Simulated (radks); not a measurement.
Isoelectronic series with 7 electrons, all held in the configuration [He] 2s2 2p3, which need not be the ground one along the series. Method: scalar-relativistic Kohn-Sham, PBE, spin-polarised, spherical densities, point nucleus; open shells are filled with parallel spins first; computed with a radial shooting solver on a logarithmic mesh with Libxc functionals. Total energies (hartree) and mean radii <r> (bohr):

ion    E (hartree)   2p up  2s down
N        -54.56779   1.435    1.364
O+       -74.55522   1.085    1.112
F2+      -97.81977  0.8811   0.9366
Ne3+    -124.35897  0.7440   0.8089
Mg5+    -187.26824  0.5694   0.6355
Al6+    -223.64564  0.5101   0.5740
Si7+    -263.31140  0.4620   0.5233
P8+     -306.27136  0.4223   0.4808
S9+     -352.53202  0.3890   0.4447
Cl10+   -402.10048  0.3605   0.4135
Ar11+   -454.98445  0.3359   0.3865
K12+    -511.19221  0.3145   0.3627
Ca13+   -570.73261  0.2956   0.3416
Sc14+   -633.61508  0.2789   0.3228
Ti15+   -699.84963  0.2639   0.3060
V16+    -769.44683  0.2505   0.2908
Cr17+   -842.41786  0.2383   0.2770
Mn18+   -918.77448  0.2273   0.2644
Fe19+   -998.52904  0.2172   0.2529
